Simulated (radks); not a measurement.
Results of a calculation; reference values are marked as such.
Ionisation of the strontium ion Sr+, [Kr] 5s1, to Sr2+, [Kr], under several functionals. Scalar-relativistic Kohn-Sham, spin-polarised, spherical densities, finite nucleus; open shells are filled with parallel spins first (spin-orbit coupling, left out, can overturn this in heavy ions); a radial shooting solver on a logarithmic mesh with Libxc functionals. The NIST Atomic Spectra Database gives 11.030 eV (measured). Rank these functionals by the error of their Delta-SCF ionisation energy: PBE; exchange-only r2SCAN; XLYP; SOGGA; B86b exchange with PBE correlation; exchange-only B88; PW91; PBEsol; r2SCAN.

Answer. From best to worst: SOGGA 11.047 eV (+0.016); PBEsol 11.125 eV (+0.095); r2SCAN 10.870 eV (-0.160); PBE 11.193 eV (+0.162); B86b exchange with PBE correlation 11.205 eV (+0.175); exchange-only B88 10.825 eV (-0.205); PW91 11.236 eV (+0.206); XLYP 11.303 eV (+0.273); exchange-only r2SCAN 10.327 eV (-0.703).
